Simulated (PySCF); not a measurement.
**Relaxation of doublet GaF(OH)**

Method: UPBE0 in PySCF with Ga def2-TZVP, F def2-TZVP, O def2-TZVP, H def2-TZVP; no relativity; density-fitted integrals. A (50,194) grid was used.

A hand-made bent (heavy-atom frame) start, with no symmetry imposed:

```xyz
4
charge 0 multiplicity 2, angstrom
Ga   -0.0258   -0.0071   -0.3724
F     1.5142   -0.0071    0.7059
O    -1.5576   -0.0071    0.7002
H    -2.0631    0.7283    1.0541
```

Task: What forces act on the atoms at the start (eV/Å)?

Result: 
| atom | Fx | Fy | Fz |
| --- | --- | --- | --- |
| Ga1 | 0.25 | 0.28 | 2.35 |
| F2 | -1.49 | -0.03 | -1.27 |
| O3 | 0.93 | -0.47 | -0.78 |
| H4 | 0.31 | 0.22 | -0.30 |

Task: What does it relax to?

Result: It ends at Cs with Ga–F 1.759 Å, Ga–O 1.795 Å, O–H 0.961 Å; F–Ga–O 114.7°, Ga–O–H 113.7° (after a last refinement on a finer grid). A frequency run shows a minimum. Other isomers or separated fragments may lie lower.

Task: How much energy is released, and in how many steps?

Result: 40.9 kJ/mol in 15 steps.

The relaxation took 19 s on 4 threads of a shared AMD EPYC 9R45 96-Core (Zen 5) host, with 116 basis functions and 17 gradients; the process peaked at 0.67 GiB. Launch command: `OMP_NUM_THREADS=4 python axn.py task.json out`.
